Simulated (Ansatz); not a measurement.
`[F][Sn]([F])([F])[c]1ccccc1` + CH₃OH → `COc1ccccc1` + `[F][SnH]([F])[F]`  (substitution at a C–Sn bond)

Isolated molecules relaxed with PBE0-D4/def2-TZVP in Ansatz; ΔE leaves out vibrations. CBS: MP2 limit from def2 TZ/QZ plus the TZ coupled-cluster correction, frozen cores. This one scheme is used for every species. DFT in def2-TZVPP. def2 core potentials past Kr. For Sn outer-core shells are correlated without core-valence functions, which leaves a few kJ/mol of doubt a bond. One conformer a species, not always the lowest.

`[F][Sn]([F])([F])[c]1ccccc1`:

```xyz
15

F     1.840    1.476   -2.891
Sn    1.517   -0.196   -2.050
F     0.808   -1.343   -3.389
F     3.263   -0.886   -1.771
C     0.280   -0.039   -0.369
C    -0.535   -1.108   -0.010
C    -1.354   -0.996    1.103
C    -1.358    0.174    1.849
C    -0.547    1.239    1.485
C     0.276    1.138    0.374
H    -0.544   -2.022   -0.593
H    -1.991   -1.825    1.386
H    -2.000    0.257    2.718
H    -0.555    2.153    2.067
H     0.901    1.978    0.091
```

CH₃OH:

Cartesian coordinates in Å:
```
C -0.276 0.219 -0.054
O 0.414 -0.894 0.468
H -1.295 0.172 0.329
H -0.323 0.205 -1.150
H 0.165 1.171 0.266
H 1.315 -0.874 0.141
```

`COc1ccccc1`:

Cartesian coordinates in Å:
```
C -2.107 -1.173 -1.148
O -1.787 -0.514 0.051
C -0.521 -0.061 0.205
C 0.483 -0.205 -0.746
C 1.751 0.301 -0.483
C 2.028 0.944 0.710
C 1.017 1.083 1.655
C -0.248 0.587 1.409
H -3.156 -1.453 -1.072
H -1.502 -2.077 -1.285
H -1.972 -0.518 -2.016
H 0.293 -0.704 -1.686
H 2.529 0.184 -1.229
H 3.019 1.334 0.906
H 1.217 1.585 2.595
H -1.046 0.687 2.135
```

`[F][SnH]([F])[F]`:

Cartesian coordinates in Å:
```
F 0.076 -1.823 0.285
Sn 0.056 0.028 -0.101
F 0.797 0.855 1.429
F -1.772 0.511 -0.081
H 0.844 0.428 -1.533
```

CCSD(T)/CBS gives +0.55 eV.

(1) Another level gave +0.36 eV. Which?
A. PBE-QIDH/def2-TZVPP
B. r2SCANh-D4/def2-TZVPP
C. RPA@PBE/def2-TZVPP
D. B97M-V/def2-TZVPP

Largest T1 diagnostic among the species: 0.015.

Results:

(1) B. r2SCANh-D4 0.36, PBE-QIDH 0.45, B97M-V 0.26, RPA@PBE/def2-TZVPP 0.50 eV.

At CCSD(T), def2-SVP lies −0.22 eV from the extrapolated value and def2-TZVPP −0.04 eV. Leaving LDA and LC-ωPBE aside and taking each functional with its dispersion term where it has one, the values, not all of them listed here, spread over 0.19 eV, from B97M-V to B2PLYP. LDA lies −0.21 eV from PBE without D4. In def2-TZVPP, CCSD(T) changes the Hartree–Fock value by +0.13 eV (the triples alone add +0.01 eV) and MP2 by +0.21 eV.

CCSD(T)/CBS has its own doubt, a few kJ/mol and more with outer-core shells, so smaller differences from it don't rank the levels.
